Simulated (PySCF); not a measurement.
GaF₃ + 3 HCl → GaCl₃ + 3 HF

Level: PBE0 in the def2-TZVP basis family, all electrons, no relativity, computed in PySCF with density fitting; open shells unrestricted.

```csv
species,state and structure,ZPE (kJ/mol),H(298 K) − H(0) (kJ/mol),S° (J/(mol K))
GaF₃,"singlet, D3h, Ga–F 1.724 Å (×3)",16.4,15.3,292.8
HCl,"singlet, C∞v, H–Cl 1.279 Å",17.9,8.7,186.6
GaCl₃,"singlet, D3h, Ga–Cl 2.113 Å (×3)",10.3,17.4,325.3
HF,"singlet, C∞v, H–F 0.920 Å",24.9,8.7,173.6
```

Q: Is the gas-phase reaction uphill or downhill in electronic energy at this level, and by how much?

A: At PBE0/def2-TZVP, ΔE = -109.7 kJ/mol, downhill. 

Q: Add zero-point, thermal and entropy terms for 298.15 K and 1 bar.

A: ΔZPE = 14.9 and Δ[H(298) − H(0)] = 2.1 kJ/mol give ΔH° = -92.7 kJ/mol. ΔS° = -6.5 J/(mol K), so ΔG° = -92.7 − 298.15 × (-0.0065) = -91 kJ/mol and log₁₀K = 15.9.

The structures come from searches over a few start shapes, so lower isomers are not excluded.
